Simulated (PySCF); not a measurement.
GeB and its ions

MN15; Ge def2-TZVPPD, B def2-TZVPPD; no relativity (PySCF 2.14). Neutral (UKS): quartet (σ ↑, π ↑↑), Re = 1.971 Å, ωe = 641 cm⁻¹, De = 3.23 eV, HOMO -7.02 eV, LUMO -2.78 eV.

GeB⁻ (UKS): triplet (σ ↑, π ↑), Re = 1.907 Å, ωe = 721 cm⁻¹. The energies at the minima are -2101.97347 hartree for GeB and -2102.02671 for GeB⁻.

(1) Work out the adiabatic electron affinity, without and with harmonic zero-point energies (1 hartree = 27.2114 eV, 1 eV = 8065.5 cm⁻¹), and the change of the bond length.

Spin–orbit coupling is left out. States were picked by a PBE0 search and need not be the measured ground states.

## Answers

(1) At MN15: 0.05324 hartree = 1.449 eV between the minima; the zero-point term (641.0 − 721.0)/2 cm⁻¹ = -0.005 eV makes it 1.444 eV. Re changes by -6.4 pm against the neutral. The electron enters a π orbital, and the shorter bond of the ion fits a bonding orbital, or a change in how ionic the bond is.
